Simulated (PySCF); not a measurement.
An unknown is described by computed data only.

Formula: C4H7N3OSi.

| Property | Result |
| --- | --- |
| 13C NMR | chemical shifts (computed TMS as zero) by class: 122.2 (2 C), 62.6 (1 C), 20.0 (1 C) ppm [GIAO PBE0/pcSseg-1] |
| Dipole | 5.00 D [PBE0/def2-SVPD] |
| Rotational structure | rotational constants A, B, C: 1.479, 0.970, 0.818 GHz [GFN2-xTB] |
| NMR, other nuclei | isotropic shieldings of nuclei other than C and H, by class: -90 (2 N), 231 (1 N), 256 (1 O), 438 (1 Si) ppm [GIAO PBE0/pcSseg-1] |
| UV, first state | lowest singlet excitation: 6.15 eV (202 nm, f = 0.009) [TDDFT PBE0/def2-SVPD] |
| Polarisability | 87.6 au [PBE0/def2-SVPD] |

Gas-phase values; electronic properties from PySCF, density fitting. Levels stand in brackets. Geometry: GFN2-xTB, one conformer, isolated molecule. NMR classes are plain means over equivalent atoms (diastereotopic ones count apart unless rotation or inversion swaps them), as if these changed places fast.

Q: Propose a structure and show how it fits.

A: Numbering: `[CH3:1][CH2:2][O:3][Si:4]([NH2:5])([C:6]#[N:7])[C:8]#[N:9]`. Its formula, C4H7N3OSi, gives 4 degrees of unsaturation: 0 rings and 4 π bonds in the structure found. 4 carbons fall into 3 classes; from least to most shielded: cyano carbon [C6/C8] (122.2 ppm, 2 C), sp3 carbon bound to oxygen [C2] (62.6 ppm), methyl carbon [C1] (20.0 ppm). The other shieldings belong to: -90 ppm, cyano nitrogen [N7/N9]; 231 ppm, silicon-bound nitrogen [N5]; 256 ppm, silyl ether oxygen [O3]; 438 ppm, oxygen-bound silicon [Si4]. S1 is mainly HOMO→LUMO (weight 0.97); the largest Löwdin shares of the orbital it empties are 0.69 on the silicon-bound nitrogen, 0.07 on the oxygen-bound silicon and 0.06 on each of 2 atoms of one kind (N–H hydrogen), of the orbital it fills 0.20 on the oxygen-bound silicon and 0.17 on each of 2 atoms of one kind (cyano carbon). The optimised geometry has point group Cs and is an asymmetric top. Structure: `CCO[Si](N)(C#N)C#N`. Computed isomers that give other values at the same levels: `CC(=O)c1n[nH]nc1[SiH3]` (13C chemical shifts (computed TMS as zero) by class: 200.0 (1 C), 157.9 (1 C), 151.4 (1 C), 29.3 (1 C) ppm); `O[SiH2]Nc1cncnc1` (13C chemical shifts (computed TMS as zero) by class: 155.7 (1 C), 147.6 (2 C), 145.0 (1 C) ppm); `N[SiH2]n1cnc(C=O)c1` (13C chemical shifts (computed TMS as zero) by class: 193.1 (1 C), 151.0 (1 C), 142.2 (1 C), 128.7 (1 C) ppm). The assignments are read from this structure; whether some other isomer fits the data as well wasn't checked.

Conformer computed: `[CH3:1][CH2:2][O:3][Si:4]([NH2:5])([C:6]#[N:7])[C:8]#[N:9]`: C1–C2–O3–Si4 180°, C2–O3–Si4–N5 180°, H–N5–Si4–O3 -73°, H–N5–Si4–O3 72°.
